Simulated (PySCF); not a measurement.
**P+: excitation energy**

P+ [Ne] 3s2 3p2 (3P) → P+ [Ne] 3s1 3p3 (5S), as a difference of total energies. All numbers are calculated (PySCF 2.14, the non-relativistic Hamiltonian (point nucleus), in def2-TZVPPD (6s5p4d1f, 48 functions)). Correlated levels: valence and next inner shell: 1s2 frozen. The calculations carry no spin-orbit coupling.

| method | excitation energy (cm⁻¹) |
| --- | --- |
| UHF | 31371 |
| MP2 (valence and next inner shell) | 41418 |
| SCS-MP2 (valence and next inner shell) | 45202 |
| CCSD (valence and next inner shell) | 43384 |
| CCSD(T) (valence and next inner shell) | 43943 |

Errors of the correlated levels include the incompleteness of this basis and the frozen core.

For comparison: 45381 cm⁻¹ (measured; NIST levels, between the centres of gravity of the two terms).
